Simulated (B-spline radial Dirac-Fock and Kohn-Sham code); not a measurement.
These are calculated numbers from a radial atomic solver; the model is relaxed Dirac-Fock hole states (ΔSCF) with Breit and QED corrections and a finite nucleus. Electron correlation is not included.

Q: An atom or ion in its tabulated ground configuration has these computed binding energies (the last is its least bound level). Which is it?

```csv
level,binding energy (eV)
K,35986.6
L2,6498.0
L3,6173.9
M1,2349.3
M2,2209.4
M3,2138.1
"M4,5",1922.6
```

A: Xe³¹⁺: Z = 54 with 23 electrons, [Ar] 3d5. The hydrogen-like estimate √(E/Ry) = 51.4 for the K level lies 2.6 below Z (screening lowers it, relativity raises it); the outermost level, at 1922.6 eV, fixes the charge.

Q: An atom or ion in its tabulated ground configuration has these computed binding energies (the last is its least bound level). Which is it?

```tsv
level	binding energy (eV)
K	37592.5
L2	6932.6
L3	6580.2
M1	2561.2
M2	2418.2
M3	2338.9
M4,5	2125.8
```

A: Cs³³⁺: Z = 55 with 22 electrons, [Ar] 3d4. The hydrogen-like estimate √(E/Ry) = 52.6 for the K level lies 2.4 below Z (screening lowers it, relativity raises it); the outermost level, at 2125.8 eV, fixes the charge.

Q: An atom or ion in its tabulated ground configuration has these computed binding energies (the last is its least bound level). Which is it?

```
level  binding energy (eV)
    K              91928.8
   L1              21371.2
   L2              20792.8
   L3              18685.2
   M1               8729.9
```

A: Tl⁶⁹⁺: Z = 81 with 12 electrons, [Ne] 3s2. The hydrogen-like estimate √(E/Ry) = 82.2 for the K level lies 1.2 above Z (screening lowers it, relativity raises it); the outermost level, at 8729.9 eV, fixes the charge.
